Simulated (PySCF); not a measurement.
NICS in isomers of C5H10N2Si.

Definitions: NICS(0) = −σiso at the ring centroid; NICS(1) = −σiso and NICS(1)zz = −σzz at ±1 Å along the ring normal z. Level: GIAO PBE0/pcSseg-1 (PySCF, non-relativistic, gas phase) on the GFN2-xTB geometries, one conformer each. Atom numbers follow the mapped SMILES.

Question: Order these rings by mean NICS(1)zz, lowest (most negative) first (ppm).
A. ring Si4–N5–C6–C7–N8 in `[CH3:1][C:2]#[C:3][SiH:4]1[NH:5][CH2:6][CH2:7][NH:8]1`
B. ring N4–C5–C6–C7–N8 in `[CH3:1][SiH:2]([CH3:3])[n:4]1[cH:5][cH:6][cH:7][n:8]1`
C. ring C3–N4–C5–C6–N7 in `[CH3:1][CH2:2][c:3]1[n:4][cH:5][cH:6][n:7]1[SiH3:8]`

Answer: B (-32.1), C (-28.3), A (-3.7).

```
          SMILES                                                      ring  NICS(0)  NICS(1)  NICS(1)zz  HOMA  rms pucker (Å)  ring atoms with four or more neighbours
C[SiH](C)n1cccn1       5-membered ring with 2 N; formal bonds all aromatic    -12.9    -12.3      -32.1  0.91            0.00                                        0
 CCc1nccn1[SiH3]       5-membered ring with 2 N; formal bonds all aromatic    -11.6    -10.7      -28.3  0.84            0.00                                        0
 CC#C[SiH]1NCCN1  5-membered ring with 2 N and Si; formal bonds all single     -8.0     -3.0       -3.7     –            0.15                                        3
```

NICS(0) gives the same order. The isotropic NICS(1) gives the same order. HOMA uses Krygowski's 1993 parameters; it is left out where a ring has a four-coordinate atom, a triple bond, no multiple bond or a kind of bond without parameters. NICS(1) and NICS(1)zz are means over the two faces.
